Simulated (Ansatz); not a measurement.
Compare A (`C[CH2][In]([OH])[SH]`) with its isomer B (`C[O][In]([CH3])[SH]`).

Gas-phase electronic energies from Ansatz, PBE0-D4/def2-TZVP geometries. CCSD(T)/CBS is the MP2 limit (def2-TZVPP, def2-QZVPP) plus CCSD(T) − MP2 in def2-TZVPP, frozen cores. Functionals use def2-TZVPP. B3LYP here is the variant with VWN-RPA as its local correlation; programs differ in this. def2 core potentials past Kr. For In outer-core shells are correlated without core-valence functions, which leaves a few kJ/mol of doubt a bond. One conformer a species, not always the lowest.

**Question.** Which isomer does CCSD(T)/CBS put lower? Give the gap. (Best estimate.)

**Answer.** Computed: A, by 50.4 kJ/mol.

**Question.** Give E(B) − E(A) in kJ/mol with B3LYP, PBE-D4, B2PLYP, MP2/def2-TZVPP, CCSD/def2-TZVPP, CCSD(T)/def2-TZVPP, HF/def2-TZVPP. (Estimate.)

**Answer.** The calculation gave: B3LYP 41.1, PBE-D4 46.1, B2PLYP 44.4, MP2/def2-TZVPP 52.5, CCSD/def2-TZVPP 45.8, CCSD(T)/def2-TZVPP 46.5, HF/def2-TZVPP 35.5. None reverses the order clearly.

Largest T1 diagnostic: 0.015.

In def2-TZVPP, CCSD(T) changes the Hartree–Fock value by +11.0 kJ/mol (the triples alone add +0.7 kJ/mol) and MP2 by +17.1 kJ/mol.
